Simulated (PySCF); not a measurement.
**Electronic structure of Cd⁺ (cadmium, charge +1) at the UHF level**

Configuration: [Kr] 4d10 5s1, 2S determinant. All numbers are calculated (PySCF 2.14, a scalar-relativistic core potential, in cc-pVDZ-PP with ECP28MDF (4s4p3d1f, 38 functions)).

| Item | Value |
| --- | --- |
| Total energy | -166.564503 hartree |
| One-electron energy | -290.9583 hartree |
| Hartree (Coulomb) energy | 138.8290 hartree |
| Exchange energy | -14.4353 hartree |
| ⟨S²⟩ | 0.7510 |
| ⟨L²⟩ | 0.000 |
| Sum of ⟨r⟩ | 23.24 bohr |
| Sum of ⟨r²⟩ | 36.96 bohr² |
| Time after the integrals | 0.1 s of wall time on 1 thread of Neoverse-V1 (shared host) |

| shell | electrons | mean orbital energy (eV) | rms radius, mean of both spins (bohr) |
| --- | --- | --- | --- |
| 4s α | 1 | -140.09 | 0.947 |
| 4s β | 1 | -139.92 | 0.947 |
| 4p α | 3 | -94.695 | 1.04 |
| 4p β | 3 | -94.688 | 1.04 |
| 4d α | 5 | -28.455 | 1.37 |
| 4d β | 5 | -28.300 | 1.37 |
| 5s α | 1 | -15.592 | 3.15 |

Energies and moments cover only the electrons outside the core potential.
